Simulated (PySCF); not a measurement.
Isomers of C7H12OS.

All values: PBE0/pcSseg-1 (PySCF) at GFN2-xTB geometries, gas phase, one conformer each.

(1) Rank by LUMO energy, lowest first.
A. `[CH2:1]=[CH:2][S@:3](=[O:4])[CH2:5][CH:6]1[CH2:7][CH2:8][CH2:9]1` with C1–C2–S3–O4 -2°, C2–S3–C5–C6 171°, S3–C5–C6–C7 173°, C5–C6–C7–C8 -129°, C6–C7–C8–C9 10°, C7–C8–C9–C6 -10°, C5–C6–C9–C8 130°
B. `[CH3:1][CH2:2][CH2:3][C@H:4]1[CH2:5][S:6][CH2:7][C:8]1=[O:9]` with C1–C2–C3–C4 175°, C2–C3–C4–C5 69°, C3–C4–C5–S6 161°, C4–C5–S6–C7 -35°, C5–S6–C7–C8 23°, S6–C7–C8–O9 175°
C. `[CH2:1]=[C:2]([CH3:3])[CH2:4][O:5][C@H:6]1[CH2:7][CH2:8][S:9]1` with C1–C2–C4–O5 127°, C2–C4–O5–C6 173°, C4–O5–C6–C7 -174°, O5–C6–C7–C8 129°, C6–C7–C8–S9 -10°, C7–C8–S9–C6 9°, O5–C6–S9–C8 -125°
D. `[CH3:1][S@@:2](=[O:3])[C@@:4]12[CH2:5][CH2:6][CH2:7][C@@H:8]1[CH2:9]2` with C1–S2–C4–C5 77°, S2–C4–C5–C6 158°, C4–C5–C6–C7 -27°, C5–C6–C7–C8 27°, C6–C7–C8–C9 49°

(2) Rank by the highest Hirshfeld charge on any atom, lowest value first.
A. `[CH2:1]=[C:2]([CH3:3])[CH2:4][O:5][C@H:6]1[CH2:7][CH2:8][S:9]1` with C1–C2–C4–O5 127°, C2–C4–O5–C6 173°, C4–O5–C6–C7 -174°, O5–C6–C7–C8 129°, C6–C7–C8–S9 -10°, C7–C8–S9–C6 9°, O5–C6–S9–C8 -125°
B. `[CH3:1][S@@:2](=[O:3])[C@@:4]12[CH2:5][CH2:6][CH2:7][C@@H:8]1[CH2:9]2` with C1–S2–C4–C5 77°, S2–C4–C5–C6 158°, C4–C5–C6–C7 -27°, C5–C6–C7–C8 27°, C6–C7–C8–C9 49°
C. `[CH3:1][CH2:2][CH2:3][C@H:4]1[CH2:5][S:6][CH2:7][C:8]1=[O:9]` with C1–C2–C3–C4 175°, C2–C3–C4–C5 69°, C3–C4–C5–S6 161°, C4–C5–S6–C7 -35°, C5–S6–C7–C8 23°, S6–C7–C8–O9 175°
D. `[CH2:1]=[CH:2][CH2:3]/[C:4](=[CH:5]/[CH3:6])[S@@:7]([CH3:8])=[O:9]` with C1–C2–C3–C4 101°, C2–C3–C4–C5 -103°, C3–C4–S7–C8 -100°

(3) Rank by HOMO–LUMO gap, highest first.
A. `[CH2:1]=[CH:2][S@:3](=[O:4])[CH2:5][CH:6]1[CH2:7][CH2:8][CH2:9]1` with C1–C2–S3–O4 -2°, C2–S3–C5–C6 171°, S3–C5–C6–C7 173°, C5–C6–C7–C8 -129°, C6–C7–C8–C9 10°, C7–C8–C9–C6 -10°, C5–C6–C9–C8 130°
B. `[CH2:1]=[C:2]([CH3:3])[CH2:4][O:5][C@H:6]1[CH2:7][CH2:8][S:9]1` with C1–C2–C4–O5 127°, C2–C4–O5–C6 173°, C4–O5–C6–C7 -174°, O5–C6–C7–C8 129°, C6–C7–C8–S9 -10°, C7–C8–S9–C6 9°, O5–C6–S9–C8 -125°
C. `[CH2:1]=[CH:2][CH2:3]/[C:4](=[CH:5]/[CH3:6])[S@@:7]([CH3:8])=[O:9]` with C1–C2–C3–C4 101°, C2–C3–C4–C5 -103°, C3–C4–S7–C8 -100°
D. `[CH3:1][S@@:2](=[O:3])[C@@:4]12[CH2:5][CH2:6][CH2:7][C@@H:8]1[CH2:9]2` with C1–S2–C4–C5 77°, S2–C4–C5–C6 158°, C4–C5–C6–C7 -27°, C5–C6–C7–C8 27°, C6–C7–C8–C9 49°
E. `[CH3:1][CH2:2][CH2:3][C@H:4]1[CH2:5][S:6][CH2:7][C:8]1=[O:9]` with C1–C2–C3–C4 175°, C2–C3–C4–C5 69°, C3–C4–C5–S6 161°, C4–C5–S6–C7 -35°, C5–S6–C7–C8 23°, S6–C7–C8–O9 175°

## Answers

(1) B (-0.86 eV), A (-0.38 eV), C (0.04 eV), D (0.88 eV).

(2) A (+0.048 e), C (+0.174 e), B (+0.333 e), D (+0.345 e).

(3) D (7.40 eV), B (6.48 eV), A (6.29 eV), C (6.09 eV), E (5.78 eV).

All values together:

```json
{"SMILES": "C=CC/C(=C/C)[S@@](C)=O", "μ (D)": "3.91", "HOMO (eV)": "-6.53", "LUMO (eV)": "-0.44", "lowest IAO charge (e)": "-0.910 (O)", "highest IAO charge (e)": "+1.089 (S)", "lowest Hirshfeld charge (e)": "-0.352 (O)", "highest Hirshfeld charge (e)": "+0.345 (S)"}
{"SMILES": "CCC[C@H]1CSCC1=O", "μ (D)": "1.81", "HOMO (eV)": "-6.64", "LUMO (eV)": "-0.86", "lowest IAO charge (e)": "-0.416 (C)", "highest IAO charge (e)": "+0.393 (C)", "lowest Hirshfeld charge (e)": "-0.221 (O)", "highest Hirshfeld charge (e)": "+0.174 (C)"}
{"SMILES": "C=C(C)CO[C@H]1CCS1", "μ (D)": "1.25", "HOMO (eV)": "-6.44", "LUMO (eV)": "0.04", "lowest IAO charge (e)": "-0.427 (C)", "highest IAO charge (e)": "+0.163 (H)", "lowest Hirshfeld charge (e)": "-0.121 (C)", "highest Hirshfeld charge (e)": "+0.048 (H)"}
{"SMILES": "C=C[S@](=O)CC1CCC1", "μ (D)": "3.35", "HOMO (eV)": "-6.67", "LUMO (eV)": "-0.38", "lowest IAO charge (e)": "-0.905 (O)", "highest IAO charge (e)": "+1.094 (S)", "lowest Hirshfeld charge (e)": "-0.347 (O)", "highest Hirshfeld charge (e)": "+0.339 (S)"}
{"SMILES": "C[S@@](=O)[C@@]12CCC[C@@H]1C2", "μ (D)": "3.77", "HOMO (eV)": "-6.53", "LUMO (eV)": "0.88", "lowest IAO charge (e)": "-0.915 (O)", "highest IAO charge (e)": "+1.101 (S)", "lowest Hirshfeld charge (e)": "-0.359 (O)", "highest Hirshfeld charge (e)": "+0.333 (S)"}
```

Conformers: `[CH2:1]=[CH:2][CH2:3]/[C:4](=[CH:5]/[CH3:6])[S@@:7]([CH3:8])=[O:9]` with C1–C2–C3–C4 101°, C2–C3–C4–C5 -103°, C3–C4–S7–C8 -100°; `[CH3:1][CH2:2][CH2:3][C@H:4]1[CH2:5][S:6][CH2:7][C:8]1=[O:9]` with C1–C2–C3–C4 175°, C2–C3–C4–C5 69°, C3–C4–C5–S6 161°, C4–C5–S6–C7 -35°, C5–S6–C7–C8 23°, S6–C7–C8–O9 175°; `[CH2:1]=[C:2]([CH3:3])[CH2:4][O:5][C@H:6]1[CH2:7][CH2:8][S:9]1` with C1–C2–C4–O5 127°, C2–C4–O5–C6 173°, C4–O5–C6–C7 -174°, O5–C6–C7–C8 129°, C6–C7–C8–S9 -10°, C7–C8–S9–C6 9°, O5–C6–S9–C8 -125°; `[CH2:1]=[CH:2][S@:3](=[O:4])[CH2:5][CH:6]1[CH2:7][CH2:8][CH2:9]1` with C1–C2–S3–O4 -2°, C2–S3–C5–C6 171°, S3–C5–C6–C7 173°, C5–C6–C7–C8 -129°, C6–C7–C8–C9 10°, C7–C8–C9–C6 -10°, C5–C6–C9–C8 130°; `[CH3:1][S@@:2](=[O:3])[C@@:4]12[CH2:5][CH2:6][CH2:7][C@@H:8]1[CH2:9]2` with C1–S2–C4–C5 77°, S2–C4–C5–C6 158°, C4–C5–C6–C7 -27°, C5–C6–C7–C8 27°, C6–C7–C8–C9 49°.
